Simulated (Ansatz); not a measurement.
```yaml
crystal:
  periodic: [false, false, false]
  atoms:
    - {symbol: Li, position_ang: [0.841986, 0.929161, -2.967452]}
    - {symbol: F, position_ang: [0.945693, 1.932829, -1.487481]}
    - {symbol: Li, position_ang: [-0.851343, 1.884675, -1.495738]}
    - {symbol: F, position_ang: [-1.013314, 0.968564, -3.016987]}
    - {symbol: Li, position_ang: [-0.892548, -0.776731, -2.713956]}
    - {symbol: F, position_ang: [0.908629, -0.870189, -2.733483]}
    - {symbol: Li, position_ang: [1.674301, -1.363527, -1.230163]}
    - {symbol: F, position_ang: [2.371082, -0.259545, 0.000662]}
    - {symbol: Li, position_ang: [1.794219, 1.442651, 0.000671]}
    - {symbol: F, position_ang: [0.944827, 1.932518, 1.488432]}
    - {symbol: Li, position_ang: [-0.852211, 1.884362, 1.495644]}
    - {symbol: F, position_ang: [-1.731053, 1.418335, -0.000351]}
    - {symbol: Li, position_ang: [-2.202610, -0.306125, -0.000671]}
    - {symbol: F, position_ang: [-1.734658, -1.455305, -1.320330]}
    - {symbol: Li, position_ang: [-0.865979, -2.330210, -0.000494]}
    - {symbol: F, position_ang: [0.886694, -2.460505, -0.000001]}
    - {symbol: Li, position_ang: [1.673588, -1.363787, 1.230849]}
    - {symbol: F, position_ang: [-1.735421, -1.455580, 1.319019]}
    - {symbol: Li, position_ang: [0.840267, 0.928538, 2.968131]}
    - {symbol: F, position_ang: [-1.015061, 0.967934, 3.016607]}
    - {symbol: Li, position_ang: [-0.894121, -0.777298, 2.713275]}
    - {symbol: F, position_ang: [0.907044, -0.870763, 2.733826]}
basis:
  gaussian: {orbitals: def2-TZVP, initial_orbitals: start.molden}
total_charge: -1
magnetization: {spin_polarized: true, initial_magnetization: 1}
hamiltonian: {xc: pbe0, dispersion: d4}
scf: {omitted_lower_state_checks: [starts]}
output: {orbitals: {seedname: orbitals}}
```

The file start.molden holds the orbitals of an earlier run on this structure, at another level or in another basis.

```sh
$ ansatz run in.yaml --threads 4 --pin off --events-out ev --progress --plain --max-ram 6963MiB
```

**Question.** Does this run fit into the memory that it is given?

**Answer.** No. It has 495 basis functions, and Ansatz plans for 9 GiB where 7 GiB are given.
